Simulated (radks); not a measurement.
Values are calculated unless marked as measured or tabulated.
Isoelectronic series with 22 electrons, all held in the configuration [Ar] 3d2 4s2, which need not be the ground one along the series. Level of theory: Dirac Kohn-Sham, PBE, spin-unpolarised, spherical densities, finite nucleus; open shells fill j = l - 1/2 first; Fermi nuclear charge, rms radius of each element as measured or else 0.836 A^(1/3) + 0.57 fm (a radial shooting solver on a logarithmic mesh with Libxc functionals). Total energies (hartree) and orbital eigenvalues (hartree) (* marks an orbital that is empty in some or all of the ions):

ion,E (hartree),3d5/2*,3d3/2,4s1/2,3p3/2
Ti,-853.57323,-0.15536,-0.15705,-0.16405,-1.41913
Mn3+,-1155.08968,-2.06315,-2.06947,-1.30248,-3.89233
Ni6+,-1505.75976,-5.15667,-5.17172,-3.10987,-7.53158
Ga9+,-1905.84474,-9.31288,-9.34265,-5.52949,-12.22740
Se12+,-2355.81299,-14.49966,-14.55235,-8.54843,-17.95583
Rb15+,-2856.24774,-20.70310,-20.78938,-12.16433,-24.70872
Zr18+,-3407.82894,-27.91593,-28.04934,-16.37929,-32.48371
Tc21+,-4011.33002,-36.13405,-36.33127,-21.19804,-41.28126
Pd24+,-4667.62580,-45.35502,-45.63629,-26.62713,-51.10354
In27+,-5377.69524,-55.57747,-55.96689,-32.67472,-61.95391
Te30+,-6142.62375,-66.80070,-67.32661,-39.35034,-73.83663
Cs33+,-6963.6318,-79.02447,-79.71984,-46.66500,-86.75670
Pm39+,-8779.4061,-106.4744,-107.6280,-63.26272,-115.7323
Gd42+,-9777.2963,-121.7016,-123.1551,-72.57529,-131.8012
Ho45+,-10837.6476,-137.9313,-139.7400,-82.58663,-148.9337
Yb48+,-11962.4508,-155.1643,-157.3904,-93.31597,-167.1381
Ta51+,-13154.0620,-173.4018,-176.1143,-104.7854,-186.4229

Estimate the row of Ce36+.

Answer. E (hartree) -7842.0612; 3d5/2* -92.24890; 3d3/2 -93.15170; 4s1/2 -54.63114; 3p3/2 -100.7198.
